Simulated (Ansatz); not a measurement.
Ideal-gas functions of GaH$_{3}$S$_{2}$Si, SMILES `[SiH2]1S[S][GaH]1` at 600 K and 1 bar, from an Ansatz frequency run at PBE0-D4/def2-TZVP.

Molar mass 164.97 g/mol, point group Cs (symmetry number 1), electronic degeneracy 1, moments of inertia 163.43, 245.97, 403.589 u Å². Harmonic wavenumbers (cm⁻¹, unscaled): 47, 222, 348, 351, 395, 464, 480, 503, 531, 606, 729, 937, 2003, 2201, 2210.

Use S(trans) = R[1.5 ln M + 2.5 ln T − 1.1517]; rotational temperatures θ = 24.2544 K / I; S(rot) = R[ln(√π/σ · √(T³/θAθBθC)) + 1.5]; for each mode x = 1.438777 ν̃/T, S = R[x/(eˣ − 1) − ln(1 − e⁻ˣ)] and H = RT x/(eˣ − 1); 1 cm⁻¹ = 0.0119627 kJ/mol; R = 8.31446 J/(mol·K).

Task: By hand: the entropy, in J/(mol·K).

Result: Translation 187.1. Rotation: θ = 0.1484, 0.0986, 0.0601 K, giving 126.3. Vibration, mode by mode: 26.47, 13.65, 10.06, 9.99, 9.07, 7.84, 7.59, 7.24, 6.85, 5.90, 4.65, 3.14, 0.40, 0.27, 0.26, in all 113.4. Electronic 0.0. Sum 426.8 J/(mol·K).

Task: By hand: H − E and G − E in kJ/mol, counted from the electronic energy.

Result: Zero-point energy ½ × 12027 × 0.0119627 = 71.9; thermal vibration 34.1; translation, rotation and pV give 4 RT = 20.0. H − E = 126.0 kJ/mol, and G − E = 126.0 − 600 × 426.8/1000 = -130.1 kJ/mol.

Vibration gives 27 % of the entropy, 26.5 J/(mol·K) of it from the mode under 150 cm⁻¹: soft modes count most, and the harmonic formula is weakest for them.
